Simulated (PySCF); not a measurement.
Ionisation energy of Pb⁶⁸⁺ by level of theory

Pb⁶⁸⁺ [Ne] 3s2 3p2 (3P) → Pb⁶⁹⁺ [Ne] 3s2 3p1 (2P), as a difference of total energies. All numbers are calculated (PySCF 2.14, scalar relativity by spin-free X2C-1e, in an uncontracted even-tempered set (17 s from 21 bohr⁻², ratio 2.5; 12 p from 27 bohr⁻², ratio 2.5; 4 d from 100 bohr⁻², ratio 2.7; 4 f from 150 bohr⁻², ratio 2.7)). Correlated levels: outer shells: 1s2 frozen; virtual orbitals above 40 to 60 times the deepest correlated orbital energy dropped. The calculations carry no spin-orbit coupling.

```
                method  ionisation energy (eV)
                   UHF                  8129.1
    MP2 (outer shells)                  8129.9
SCS-MP2 (outer shells)                  8129.7
   CCSD (outer shells)                  8129.9
CCSD(T) (outer shells)                  8129.9
```

Spin-orbit coupling is strong in these open shells (close to jj coupling). The scalar numbers leave it out and a first-order estimate fails, so it can dominate the gap to the real levels.

Breit and QED terms and the two-electron picture change are absent.

For comparison: 8520 ± 50 eV (theoretical estimate listed by NIST; NIST Atomic Spectra Database, ionization energies).
